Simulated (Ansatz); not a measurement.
CH3BOSTe, SMILES `SB1OC[Te]1`. Total charge 0; spin multiplicity 1. Te takes the def2 core potential.

Cartesian coordinates in Å:
```
S 0.809 1.452 1.969
B 0.138 0.668 0.506
O 0.252 -0.650 0.168
C -0.450 -0.736 -1.066
Te -1.019 1.371 -1.188
H 1.362 0.327 2.460
H -1.310 -1.397 -0.978
H 0.218 -1.036 -1.871
```

What are the harmonic wavenumbers in cm⁻¹ at PBE0-D4/def2-TZVP (Ansatz, finite differences of forces, unscaled)? (Best estimate.)

The calculation gave: 163, 173, 303, 359, 406, 438, 597, 771, 790, 945, 1040, 1176, 1184, 1326, 1488, 2693, 3102, 3182.

Is this a minimum?

Yes, all 18 modes are real.

Give the ideal-gas thermochemistry at 298.15 K and 1 bar (rigid rotor, harmonic oscillator; point group Cs, symmetry number 1).

Zero-point energy 120.4 kJ/mol; H(298) − E = 138.3 kJ/mol; entropy 338.0 J/(mol·K), of which translation 175.0, rotation 119.2, vibration 43.8; G(298) − E = 37.5 kJ/mol.

And at 400, 500, 600, 800 and 1000 K?


| T (K) | H − E (kJ/mol) | S (J/mol/K) | G − E (kJ/mol) |
| --- | --- | --- | --- |
| 400 | 148.4 | 366.8 | 1.6 |
| 500 | 159.6 | 391.9 | -36.3 |
| 600 | 171.9 | 414.4 | -76.7 |
| 800 | 198.9 | 453.1 | -163.5 |
| 1000 | 228.2 | 485.7 | -257.5 |
